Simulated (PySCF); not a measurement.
# Gas-phase XPS of `BC(B)C#C`, computed

Compound: C3H6B2.
Geometry (PBE0-D3(BJ)/def2-SVP, Å), atoms numbered from 1 in this order:
```
atom  x, y, z in Å
B1    -1.3599   -0.1519    0.1886
C2    -0.0266    0.0319   -0.6110
B3     0.3382    1.5486   -0.4763
C4     1.0271   -0.9386   -0.4023
C5     1.9098   -1.7486   -0.2223
H6    -2.3245    0.5046   -0.1231
H7    -1.4250   -0.9290    1.1090
H8    -0.4259    0.0225   -1.6546
H9     1.3888    1.8925    0.0065
H10   -0.4550    2.3759   -0.8566
H11    2.6919   -2.4667   -0.0607
```

Computed, not measured: delta-SCF UKS SCAN, pcX-2 on the ionised atom, pcseg-1 elsewhere, spin-free X2C (PySCF). Vertical ΔSCF values, vacuum level as zero.

Problem. Give the core binding energies atom by atom.

Solution. 
```tsv
atom(s)	environment	level	binding energy (eV)	above the level's lowest (eV)	count
C5	terminal alkyne carbon	C 1s	290.05	0.00	1
C4	alkyne carbon	C 1s	290.67	+0.62	1
C2	sp3 carbon bound to boron	C 1s	291.14	+1.09	1
```

Lowest listed C 1s: C5, bonded to C (triple bond) and H. Highest, 1.09 eV above it: C2, bonded to C, H and 2 B. The widest gap between neighbouring values is 0.62 eV, between 290.05 and 290.67 eV. Summing the Pauling electronegativity differences to the bonded atoms, each weighted by its formal bond order, gives -0.35 for the lowest site and -1.37 for the highest; the largest sum, 0.00, belongs to C4, 0.47 eV below the top. The smallest sum, -1.37, belongs to C2, 1.09 eV above the lowest.

Problem. What is the longest wavelength that can ionise C 1s of C5 vertically?

Solution. λ = hc/E = 12398.42 eV Å / 290.05 eV = 42.746 Å.

Problem. Which photon energy gives electrons from C 1s of C5 a kinetic energy of 200 eV, and what is their de Broglie wavelength?

Solution. hν = 290.05 + 200 = 490.05 eV, recoil neglected; λ = 12.264 Å/√(E/eV) = 0.87 Å.

Not every level is listed. Spin contamination (⟨S²⟩ against 0.75 for a pure doublet) is marked for C 1s of C4 (0.87), which makes this value less certain. No level of boron is listed. One conformer (not necessarily the lowest) at the PBE0-D3(BJ)/def2-SVP geometry, without solvent, vibrations or thermal averaging.
